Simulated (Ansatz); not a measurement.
Input and output for `CC(C)[O][Sn][O]C(C)C`.

```yaml
crystal:
  periodic: [false, false, false]
  atoms:
    - {symbol: C, position_ang: [-0.940820, 1.025316, -2.756039]}
    - {symbol: C, position_ang: [0.425245, 1.045228, -2.096076]}
    - {symbol: C, position_ang: [1.360085, 0.014596, -2.701045]}
    - {symbol: O, position_ang: [0.277931, 0.784233, -0.719070]}
    - {symbol: Sn, position_ang: [0.811362, 2.038056, 0.724954]}
    - {symbol: O, position_ang: [0.191134, 0.870722, 2.176760]}
    - {symbol: C, position_ang: [-0.417959, -0.403192, 2.058052]}
    - {symbol: C, position_ang: [0.647682, -1.478866, 1.960080]}
    - {symbol: C, position_ang: [-1.321126, -0.604107, 3.258550]}
    - {symbol: H, position_ang: [-0.863790, 1.219663, -3.828945]}
    - {symbol: H, position_ang: [-1.408300, 0.048054, -2.611392]}
    - {symbol: H, position_ang: [-1.592530, 1.782078, -2.313825]}
    - {symbol: H, position_ang: [0.868004, 2.044801, -2.257478]}
    - {symbol: H, position_ang: [1.491201, 0.181439, -3.773325]}
    - {symbol: H, position_ang: [2.341124, 0.057326, -2.222663]}
    - {symbol: H, position_ang: [0.952646, -0.988499, -2.551471]}
    - {symbol: H, position_ang: [-1.023470, -0.439195, 1.142837]}
    - {symbol: H, position_ang: [1.299235, -1.443956, 2.837442]}
    - {symbol: H, position_ang: [0.195295, -2.472470, 1.903386]}
    - {symbol: H, position_ang: [1.254293, -1.331601, 1.063742]}
    - {symbol: H, position_ang: [-2.072728, 0.186197, 3.307769]}
    - {symbol: H, position_ang: [-1.834791, -1.567458, 3.202565]}
    - {symbol: H, position_ang: [-0.734823, -0.575364, 4.180689]}
basis:
  gaussian: {orbitals: def2-TZVP}
hamiltonian: {xc: {name: wB97M-V}}
output: {forces: true}
```

```sh
$ ansatz run in.yaml --threads 4 --pin off --events-out ev --progress --plain --max-ram 46080MiB --backend cuda --devices 0, --max-vram 37GiB
```

It prints (some lines left out):

```
Functional definition: wB97M-V
2430 factors; their error is unknown
664 factors; integrals over basis functions are off by at most 7.9e-6 eV
mean field evaluation 1: about -16360.4919 eV, gradient 8.6e1 eV
mean field evaluation 2: about -16353.5680 eV, gradient 1.1e2 eV
mean field evaluation 4: about -16375.6650 eV, gradient 4.1e0 eV
mean field evaluation 8: about -16375.7299 eV, gradient 8.1e-2 eV
mean field evaluation 16: about -16375.7248 eV, gradient 8.0e-4 eV
mean field -16375.72483899 eV, -601.7967879680 hartree, gradient 6.9e-5 eV, S^2 0.000000; 0 other end points of the search recorded, 0 dependent functions left out
reference -16375.72491343 eV, -601.7967907035 hartree; 44, 44 occupied and 338, 338 virtual orbitals, 2430 factors
Total energy: -16375.72491343 eV, -601.7967907035 hartree
Atom 0 at    -0.940820     1.025316    -2.756039 Å, force    -0.131866    -0.001580    -0.074784 eV/Å
Atom 1 at     0.425245     1.045228    -2.096076 Å, force     0.071356     0.153358    -0.174974 eV/Å
Atom 2 at     1.360085     0.014596    -2.701045 Å, force     0.091235    -0.099521    -0.070715 eV/Å
Atom 3 at     0.277931     0.784233    -0.719070 Å, force    -0.023052    -0.041915     0.291129 eV/Å
Atom 4 at     0.811362     2.038056     0.724954 Å, force    -0.012564    -0.031528     0.015078 eV/Å
Atom 5 at     0.191134     0.870722     2.176760 Å, force     0.125366     0.238202    -0.037918 eV/Å
Atom 6 at    -0.417959    -0.403192     2.058052 Å, force    -0.158298    -0.141779    -0.142718 eV/Å
Atom 7 at     0.647682    -1.478866     1.960080 Å, force     0.096571    -0.107002    -0.004889 eV/Å
Atom 8 at    -1.321126    -0.604107     3.258550 Å, force    -0.095582    -0.032334     0.118570 eV/Å
Atom 9 at    -0.863790     1.219663    -3.828945 Å, force     0.000791    -0.007887     0.046806 eV/Å
Atom 10 at    -1.408300     0.048054    -2.611392 Å, force     0.028306     0.033542     0.002014 eV/Å
Atom 11 at    -1.592530     1.782078    -2.313825 Å, force     0.029621    -0.030750    -0.013884 eV/Å
Atom 12 at     0.868004     2.044801    -2.257478 Å, force    -0.018132    -0.041114     0.013858 eV/Å
Atom 13 at     1.491201     0.181439    -3.773325 Å, force    -0.007811    -0.004281     0.046401 eV/Å
Atom 14 at     2.341124     0.057326    -2.222663 Å, force    -0.041189     0.000669    -0.014601 eV/Å
Atom 15 at     0.952646    -0.988499    -2.551471 Å, force     0.004782     0.043281     0.001642 eV/Å
Atom 16 at    -1.023470    -0.439195     1.142837 Å, force     0.026663     0.006539     0.045697 eV/Å
Atom 17 at     1.299235    -1.443956     2.837442 Å, force    -0.029015     0.009292    -0.027690 eV/Å
Atom 18 at     0.195295    -2.472470     1.903386 Å, force     0.015697     0.042648     0.001985 eV/Å
Atom 19 at     1.254293    -1.331601     1.063742 Å, force    -0.021097     0.002941     0.027043 eV/Å
Atom 20 at    -2.072728     0.186197     3.307769 Å, force     0.037016    -0.031936    -0.005342 eV/Å
Atom 21 at    -1.834791    -1.567458     3.202565 Å, force     0.023243     0.039651     0.000686 eV/Å
Atom 22 at    -0.734823    -0.575364     4.180689 Å, force    -0.012041     0.001503    -0.043396 eV/Å
Dipole moment:     0.109337     0.238845    -0.279189 e Å
```

It took 4.2 s on 4 threads of an AMD EPYC 7R13 on a shared host and a share of an NVIDIA H100 80 GB, with 1.2 GiB of host memory at the peak.
